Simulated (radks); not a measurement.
Coulomb parameter of the 4d shell of the palladium ion Pd2+ in the model configuration [Kr] 4d6.5 5s1.5, as a second difference U = [E(n + 0.5) + E(n - 0.5) - 2 E(n)] / (0.5)^2 with all orbitals relaxed. "Bare": the charge of the atom changes with n. "Screened": the 5s shell takes up the change at fixed total charge, which measures U(4d,4d) + U(5s,5s) - 2 U(4d,5s). Calculated with a radial shooting solver on a logarithmic mesh with Libxc functionals: Dirac Kohn-Sham, PBE, spin-unpolarised, spherical densities, finite nucleus; open shells are shared between the two j in proportion to 2j + 1; Fermi nuclear charge, rms radius 4.5318 fm.

start: configuration [Kr] 4d6.5 5s1.5; E - E(n) (eV) 0.000
bare +0.5: configuration [Kr] 4d7 5s1.5; E - E(n) (eV) -14.842
bare -0.5: configuration [Kr] 4d6 5s1.5; E - E(n) (eV) 18.390
screened +0.5: configuration [Kr] 4d7 5s1; E - E(n) (eV) -4.908
screened -0.5: configuration [Kr] 4d6 5s2; E - E(n) (eV) 5.490

U(bare) = 14.195 eV, U(screened by 5s) = 2.328 eV.
